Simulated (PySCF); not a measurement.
Species: TiFCl3 (singlet state).
Cartesian coordinates in Å at the PBE0-D3(BJ)/def2-SVP level; atoms count from 1:
```xyz
5
Cl3FTi angstrom
Ti    -0.0072    0.0000    0.0894
F     -0.0459   -0.0100    1.8046
Cl     2.0473    0.0023   -0.5645
Cl    -0.9994    1.7690   -0.6532
Cl    -0.9948   -1.7613   -0.6762
```

Theory: PBE0-D3(BJ)/def2-SVP geometry optimisation, gas phase (PySCF 2.14.0).

Task: Which atoms are bound to Ti1, and at what distances?

Result: 4 atoms: F2 1.716 Å, Cl3 2.156 Å, Cl5 2.160 Å, Cl4 2.160 Å.

Task: List the angles at Ti1.

Result: 
| angle | degrees | distance of the outer atoms (Å) |
| --- | --- | --- |
| F2–Ti1–Cl5 | 109.8 | 3.18 |
| F2–Ti1–Cl4 | 109.8 | 3.18 |
| Cl4–Ti1–Cl5 | 109.6 | 3.53 |
| Cl3–Ti1–Cl4 | 109.4 | 3.52 |
| Cl3–Ti1–Cl5 | 109.2 | 3.52 |
| F2–Ti1–Cl3 | 108.9 | 3.16 |

Task: What is the shape at Ti1?

Result: Tetrahedral: angles from 108.9° to 109.8°; τ4 = (360° − α − β)/141° = 1.00 with α and β the two widest (0 for a square, 1 for a tetrahedron). Differences among atoms that C3v makes equivalent are scatter left by the optimiser.

Task: What are the rotational constants (commonest isotopes, rigid rotor)?

Result: A = 1600, B = 1591, C = 1164 MHz: an oblate symmetric top.

Point group: C3v (every atom within 0.08 Å of its image). Charge 0, singlet. No PBE0-D3(BJ)/def2-SVP frequencies stand behind this structure, so it isn't proved a minimum.

The run took 22 s on Arm Neoverse V1, one thread, no GPU, shared host. These figures are those of the optimisation.
